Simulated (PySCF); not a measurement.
Radial density of F³⁺ (fluorine, charge +3)

TPSS, [He] 2s2 2p2, high-spin 3P determinant. Calculation: PySCF 2.14, in aug-cc-pCVTZ-DK (7s6p4d2f, 59 functions); the spin-free X2C one-electron Hamiltonian (Gaussian nucleus).

```csv
r (bohr),4πr²ρ (e/bohr),4πr²(ρα − ρβ)
0.00324,0.06067,0.0000
0.00546,0.1637,0.0000
0.00918,0.4238,0.0001
0.0154,1.059,0.0003
0.0260,2.458,0.0008
0.0437,5.041,0.0033
0.0735,8.346,0.0206
0.124,9.733,0.1211
0.208,6.597,0.5028
0.350,3.444,1.4552
0.588,4.558,2.2987
0.989,3.309,1.4642
1.66,0.5205,0.2460
2.80,0.007156,0.0033
```

Densities and radii are taken from the X2C orbitals without a picture-change correction, which distorts them close to the nucleus.
